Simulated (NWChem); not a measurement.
Program: NWChem. System: selenophene (C₄H₄Se), charge 0, spin multiplicity 1, at a geometry optimised with PBE0/def2-SVP. Level: MP2/def2-TZVP, 13 core orbitals frozen.

Output (cleaned and shortened):

```
             Northwest Computational Chemistry Package (NWChem) 7.3.0
             --------------------------------------------------------

                                NWChem Input Module
                                -------------------

 Scaling coordinates for geometry "geometry" by  1.889725989
 (inverse scale =  0.529177249)

 Turning off AUTOSYM since
 SYMMETRY directive was detected!

                             Geometry "geometry" -> ""
                             -------------------------

 Output coordinates in angstroms (scale by  1.889725989 to convert to a.u.)

  No.       Tag          Charge          X              Y              Z
 ---- ---------------- ---------- -------------- -------------- --------------
    1 C                    6.0000    -0.71448000     0.00000000     1.67287100
    2 C                    6.0000     0.71448000     0.00000000     1.67287100
    3 C                    6.0000     1.28366600     0.00000000     0.43108400
    4 Se                  34.0000     0.00000000     0.00000000    -0.90605800
    5 C                    6.0000    -1.28366600     0.00000000     0.43108400
    6 H                    1.0000    -1.30772800     0.00000000     2.59003300
    7 H                    1.0000     1.30772800     0.00000000     2.59003300
    8 H                    1.0000     2.34611100     0.00000000     0.18922200
    9 H                    1.0000    -2.34611100     0.00000000     0.18922200

 Effective nuclear repulsion energy (a.u.)     312.3154252040

            Nuclear Dipole moment (a.u.)
            ----------------------------
        X                 Y               Z
 ---------------- ---------------- ----------------
     0.0000000000     0.0000000000    -0.0000037795

      Symmetry information
      --------------------

 Group name             C2v
 Group number             16
 Group order               4
 No. of unique centers     5

      Symmetry unique atoms

     1    3    4    6    8


 Summary of "ao basis" -> "" (spherical)
 ------------------------------------------------------------------------------
       Tag                 Description            Shells   Functions and Types
 ---------------- ------------------------------  ------  ---------------------
 *                         def2-tzvp                  on all atoms

 Summary of "ao basis" -> "ao basis" (spherical)
 ------------------------------------------------------------------------------
[...]
     2   2 0 0    -27.200957      0.000000    144.014380
     2   1 1 0      0.000000      0.000000      0.000000
     2   1 0 1      0.000000      0.000000      0.000000
     2   0 2 0    -34.879665      0.000000      0.000000
     2   0 1 1      0.000000      0.000000      0.000000
     2   0 0 2    -29.399521      0.000000    275.729442

                   NWChem MP2 Semi-direct Energy/Gradient Module
                   ---------------------------------------------

  Basis functions       =    196
  Molecular orbitals    =    196
  Frozen core           =     13
  Frozen virtuals       =      0
  Active alpha occupied =     18
  Active beta occupied  =     18
  Active alpha virtual  =    165
  Active beta virtual   =    165
  Use MO symmetry       = T
  Use skeleton AO sym   = T

  AO/Fock/Back tols     =   1.0D-09  1.0D-09  1.0D-09

 GA uses MA = F    GA memory limited = T

 Available:
  local mem=  1.26D+08
 global mem=  1.44D+08
 local disk=  0.00D+00
  mp2_memr nvloc                   165
  nvloc new                   165
   1 passes of  18:        5242880                     226809                 190948141.
   1 passes of  18: M    126145890           G      144102368           F     120903010.
  mp2_memr nvloc                   165
  nvloc new                   165
   2 passes of   9:        5242880                     152588                  95506894.
   2 passes of   9: M    126145890           G      144102368           F     120903010.

 Semi-direct pass number   1 of   2  for RHF alpha+beta  at       41.0s
  vrange nnbf                 18903
  mp2_eaftype                   364  avail_ma_in_mb                  1099
 EAF : mp2_eaftype filesize         364   47753447.
  mp2_eaf for mointskh                    364
Node 0 wrote    224.6 Mb in      0.1 s     Agg I/O rate:  2532.0 Mb/s
 Done moints_semi at       86.6s
  mp2_eaftype                   364  avail_ma_in_mb                   735
 EAF : mp2_eaftype filesize         364   47753447.
  mp2_eaf for kh                   364
 Done maket at       87.5s
 Semi-direct pass number   2 of   2  for RHF alpha+beta  at       87.5s
  vrange nnbf                 18903
  mp2_eaftype                   364  avail_ma_in_mb                   735
 EAF : mp2_eaftype filesize         364   47753447.
  mp2_eaf for mointskh                    364
Node 0 wrote    224.6 Mb in      0.1 s     Agg I/O rate:  1619.4 Mb/s
 Done moints_semi at      129.5s
  mp2_eaftype                   364  avail_ma_in_mb                   735
 EAF : mp2_eaftype filesize         364   47753447.
  mp2_eaf for kh                   364
 Done maket at      130.6s
 Done multipass loop at      130.6s

          -------------------------------------------
          SCF energy               -2553.667334215667
          Correlation energy          -0.902760786902
          Singlet pairs               -0.534416263949
          Triplet pairs               -0.368344522953
          Total MP2 energy         -2554.570095002568
          -------------------------------------------

          ---------------------------------------------------
                    Spin Component Scaled (SCS) MP2
          Same spin pairs                     -0.245563015302
          Same spin scaling factor             0.333333333333
          Opposite spin pairs                 -0.657197771600
          Opposite spin scaling fact.          1.200000000000
          SCS-MP2 correlation energy          -0.870491664354
          Total SCS-MP2 energy             -2554.537825880021
          ---------------------------------------------------

 -----------------------
 Performance information
 -----------------------

 Timer overhead =  1.79D-07 seconds/call

               Nr. of calls         CPU time (s)                 Wall time (s)                GFlops
             ---------------    -------------------     ------------------------------   -------------------
Name         Min   Avg   Max    Min     Avg     Max     Min     Avg     Max   Mx/calls   Min     Max     Sum
mp2: moin     2     2     2    88.     88.     88.      88.     88.     88.     44.      0.0     0.0     0.0
mp2: make     2     2     2    2.1     2.1     2.1      2.1     2.1     2.1     1.0      0.0     0.0     0.0
mp2: tota     1     1     1    90.     90.     90.      90.     90.     90.     90.      0.0     0.0     0.0

 The average no. of pstat calls per process was 5.00D+00
 with a timing overhead of 8.95D-07s

 Task  times  cpu:      130.6s     wall:      130.6s

 Total times  cpu:      130.6s     wall:      130.6s
```

Write an NWChem input that would produce this output.

Several could match; the one computed here: 
```
start mol
memory heap 200 mb stack 900 mb global 1100 mb
geometry units angstroms nocenter noautoz
  C     -0.714480     0.000000     1.672871
  C      0.714480     0.000000     1.672871
  C      1.283666     0.000000     0.431084
  Se     0.000000     0.000000    -0.906058
  C     -1.283666     0.000000     0.431084
  H     -1.307728     0.000000     2.590033
  H      1.307728     0.000000     2.590033
  H      2.346111     0.000000     0.189222
  H     -2.346111     0.000000     0.189222
  symmetry group C2v
end
basis spherical
  * library def2-tzvp
end
scf
  rhf
  nopen 0
  maxiter 100
  thresh 1e-7
  semidirect memsize 60000000 filesize 0
end
mp2
  freeze core 13
end
task mp2 energy
```
